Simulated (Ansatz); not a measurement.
`C[B]([AlH2])NP` + `C[SiH2][SiH2]F` → `C[SiH2][B](C)[AlH2]` + `F[SiH2]NP`  (redistribution)

Isolated molecules relaxed with PBE0-D4/def2-TZVP in Ansatz; ΔE leaves out vibrations. CBS: MP2 limit from def2 TZ/QZ plus the TZ coupled-cluster correction, frozen cores. Functionals use def2-TZVPP. Each species was taken in one conformer, which may not be the lowest.

```csv
level,ΔE (kJ/mol)
PBE-D4,68.5
ωB97M-V,56.7
B2PLYP,60.6
SCS-MP2/def2-TZVPP,57.2
```

Problem. What does CCSD(T)/CBS give? (Best estimate.)

Solution. The calculation gave: +57.2 kJ/mol. The listed levels differ from it by 11.3, -0.5, 3.4, 0.0 kJ/mol.

Largest T1 diagnostic among the species: 0.014.

In def2-TZVPP, CCSD(T) changes the Hartree–Fock value by +11.8 kJ/mol (the triples alone add +2.8 kJ/mol) and MP2 by +10.5 kJ/mol. From PBE to PBE0 (25 % exact exchange), in def2-TZVPP and without D4, ΔE moves by −5.0 kJ/mol.

CCSD(T)/CBS has its own doubt, a few kJ/mol and more with outer-core shells, so smaller differences from it don't rank the levels.
